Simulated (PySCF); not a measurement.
Isomers of C4H5OPS.

All values: PBE0/pcSseg-1 (PySCF) at GFN2-xTB geometries, gas phase, one conformer each.

Question: Rank by the highest IAO charge on any atom, highest value first.
A. `[CH3:1][O:2][c:3]1[cH:4][p:5][cH:6][s:7]1` with C1–O2–C3–C4 180°
B. `[CH3:1][S:2][c:3]1[o:4][cH:5][cH:6][p:7]1` with C1–S2–C3–O4 180°
C. `[CH3:1][S:2][c:3]1[cH:4][o:5][cH:6][p:7]1` with C1–S2–C3–C4 180°
D. `[CH3:1][O:2][c:3]1[p:4][cH:5][cH:6][s:7]1` with C1–O2–C3–P4 180°

Answer: A (+0.370 e), D (+0.308 e), C (+0.259 e), B (+0.219 e).

Question: Rank by HOMO energy, lowest first.
A. `[CH3:1][O:2][c:3]1[p:4][cH:5][cH:6][s:7]1` with C1–O2–C3–P4 180°
B. `[CH3:1][S:2][c:3]1[o:4][cH:5][cH:6][p:7]1` with C1–S2–C3–O4 180°
C. `[CH3:1][O:2][c:3]1[cH:4][p:5][cH:6][s:7]1` with C1–O2–C3–C4 180°

Answer: C (-6.44 eV), A (-6.16 eV), B (-6.03 eV).

All values together:

```tsv
SMILES	μ (D)	HOMO (eV)	LUMO (eV)	lowest IAO charge (e)	highest IAO charge (e)	lowest Hirshfeld charge (e)	highest Hirshfeld charge (e)
COc1pccs1	2.71	-6.16	-0.87	-0.381 (C)	+0.308 (S)	-0.128 (C)	+0.104 (S)
CSc1cocp1	0.47	-6.18	-1.00	-0.504 (C)	+0.259 (P)	-0.119 (C)	+0.064 (H)
CSc1occp1	0.43	-6.03	-0.77	-0.507 (C)	+0.219 (S)	-0.143 (C)	+0.066 (H)
COc1cpcs1	2.79	-6.44	-1.15	-0.596 (C)	+0.370 (P)	-0.165 (C)	+0.107 (S)
```

Conformers: `[CH3:1][O:2][c:3]1[p:4][cH:5][cH:6][s:7]1` with C1–O2–C3–P4 180°; `[CH3:1][S:2][c:3]1[cH:4][o:5][cH:6][p:7]1` with C1–S2–C3–C4 180°; `[CH3:1][S:2][c:3]1[o:4][cH:5][cH:6][p:7]1` with C1–S2–C3–O4 180°; `[CH3:1][O:2][c:3]1[cH:4][p:5][cH:6][s:7]1` with C1–O2–C3–C4 180°.
